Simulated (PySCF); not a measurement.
# Working with the constants of BaBr

CAM-B3LYP constants of BaBr, ²Σ⁺ (doublet), unpaired electrons σ ↑ (basis Ba x2c-TZVPPall, Br x2c-TZVPPall; spin-free X2C with a Gaussian nucleus; PySCF 2.14; masses 137.9052 and 78.9183 u):

```
ωe              : 189.0 cm⁻¹
ωexe            : 0.401 cm⁻¹
Be              : 0.040837 cm⁻¹
αe              : 0.000121 cm⁻¹
D (centrifugal) : 7.63e-09 cm⁻¹
De to Ba + Br   : 4.12 eV
```

**Question.** Give the vibrational terms G(v) and spacings up to v = 6.

**Answer.** G(v) = ωe(v+½) − ωexe(v+½)².

| v | G(v) (cm⁻¹) | G(v) − G(v−1) | Bv (cm⁻¹) |
| --- | --- | --- | --- |
| 0 | 94.4 |  | 0.04078 |
| 1 | 282.6 | 188.2 | 0.04066 |
| 2 | 470.0 | 187.4 | 0.04053 |
| 3 | 656.6 | 186.6 | 0.04041 |
| 4 | 842.4 | 185.8 | 0.04029 |
| 5 | 1027.4 | 185.0 | 0.04017 |
| 6 | 1211.6 | 184.2 | 0.04005 |

**Question.** How well does the Morse estimate ωe²/(4ωexe) reproduce De, and what is D0?

**Answer.** It gives 2.76 eV, 67 % of the computed De. D0 = De − G(0) = 4.12 − 0.01 = 4.11 eV.

These are scalar-relativistic numbers at best; spin–orbit coupling would shift them, the dissociation energy most. The state was picked by a PBE0 search and need not be the measured ground state.
